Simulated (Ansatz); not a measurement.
`C[SiH2][SiH](Cl)Cl` and `S[SiH](Cl)Cl` differ in one atom or group.

Ansatz, PBE0-D4/def2-TZVP geometries, multiplicity 1. Each molecule was computed in one conformer, which needn't be the lowest.

| property | `C[SiH2][SiH](Cl)Cl` |
| --- | --- |
| size of the dipole moment (B3LYP/def2-TZVPP) / D | 1.73 |
| HOMO–LUMO gap (ωB97M-V/def2-TZVPP) / eV | 11.27 |
| LUMO energy (B3LYP/def2-TZVPP) / eV | -0.71 |
| HOMO–LUMO gap (PBE/def2-TZVPP) / eV | 5.46 |
| HOMO–LUMO gap (B3LYP/def2-TZVPP) / eV | 7.12 |
| HOMO energy (ωB97M-V/def2-TZVPP) / eV | -10.05 |

(1) Give the same properties after the change, and the shifts. (Estimate.)

Results:

(1) Ansatz gave: 
| property | `S[SiH](Cl)Cl` | shift |
| --- | --- | --- |
| size of the dipole moment (B3LYP/def2-TZVPP) / D | 1.42 | -0.31 |
| HOMO–LUMO gap (ωB97M-V/def2-TZVPP) / eV | 12.11 | 0.84 |
| LUMO energy (B3LYP/def2-TZVPP) / eV | -0.41 | 0.30 |
| HOMO–LUMO gap (PBE/def2-TZVPP) / eV | 5.70 | 0.24 |
| HOMO–LUMO gap (B3LYP/def2-TZVPP) / eV | 7.41 | 0.29 |
| HOMO energy (ωB97M-V/def2-TZVPP) / eV | -10.29 | -0.24 |

With PBE0 the HOMO falls by 0.08 eV and the LUMO rises by 0.34 eV, so the gap widens by about 0.42 eV. PBE moves the HOMO by 0.00 eV and ωB97M-V by -0.24 eV. The zero-point energy changes by -116.5 kJ/mol with -15 modes. Dipoles are sizes alone; their direction can turn.

B3LYP here is the variant with VWN-RPA as its local correlation; programs differ in this.
